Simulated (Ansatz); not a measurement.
Cartesian coordinates in Å:
```
C 0.475 -1.409 1.212
Si -0.438 0.203 1.096
O 0.070 1.064 -0.217
Si -0.005 1.204 -1.825
Cl 0.180 -0.643 -2.712
H 1.552 -1.243 1.291
H 0.287 -2.026 0.331
H 0.150 -1.964 2.096
H -1.903 -0.030 0.977
H -0.178 1.055 2.284
H 1.123 2.037 -2.287
H -1.313 1.751 -2.247
```

The species carries charge 0 and has multiplicity 1.

List the PBE0/def2-TZVPP orbital energies in eV (Ansatz). (An estimate is asked.)

Computed: Occupied: -2767.35, -1804.05, -1803.08, -522.98, -277.87, -259.22, -197.48, -197.37, -197.36, -146.20, -145.32, -100.92, -100.86, -100.82, -100.03, -99.96, -99.95, -28.21, -23.12, -19.84, -16.52, -13.99, -12.42, -12.19, -11.87, -11.48, -11.35, -10.33, -10.20, -9.49, -9.14, -8.87, -8.66. Lowest empty: 0.20, 0.69, 1.04, 1.45, 1.67, 2.16, 2.29, 2.58.
